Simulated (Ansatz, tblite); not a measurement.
Cost and result up the ladder for Rb₂F (3 atoms). Charge 0, multiplicity 2. Geometry: r2SCAN-D4/def2-TZVP.

```xyz
3

Rb   -1.970   -0.436   -0.909
Rb    1.607    1.144    1.003
F     0.363   -0.708   -0.094
```

Ansatz on 4 threads of Arm Neoverse V2 on a shared host; xTB runs through tblite on one thread. Times are rough, summed over both states, and most runs start from the orbitals of an earlier one. CCSD(T)/def2-TZVPP serves as the yardstick here, not as an exact answer. The other state is a singlet.

In the def2 sets Rb takes a core potential; there is no spin–orbit coupling. The xTB rows come from tblite. Correlated methods freeze 1 core orbital; core or outer-core shells of Rb are correlated, in sets that lack core-valence functions. The structure comes from a short search, and lower isomers may exist.

Correlated methods converge slowly with the basis.

Raw xTB energies of ions are shifted by several eV, and xTB has no spin-polarisation term.

```tsv
level	functions	wall time
GFN1-xTB	12	0.003 s
GFN2-xTB	12	0.004 s
PBE-D4/def2-TZVP	97	1.8 s
r2SCAN-D4/def2-TZVP	97	3.9 s
PBE0-D4/def2-TZVP (with forces)	97	4.4 s
CCSD(T)/def2-TZVPP	111	8.3 s
```

(1) Estimate what each level gives for the vertical IE (eV).

Results:

(1) 
```tsv
level	vertical IE (eV)	difference from CCSD(T)/def2-TZVPP (eV)
GFN1-xTB	10.85	7.61
GFN2-xTB	9.43	6.19
PBE-D4/def2-TZVP	3.56	0.32
r2SCAN-D4/def2-TZVP	3.33	0.09
PBE0-D4/def2-TZVP (with forces)	3.44	0.20
CCSD(T)/def2-TZVPP	3.24	0.00
```
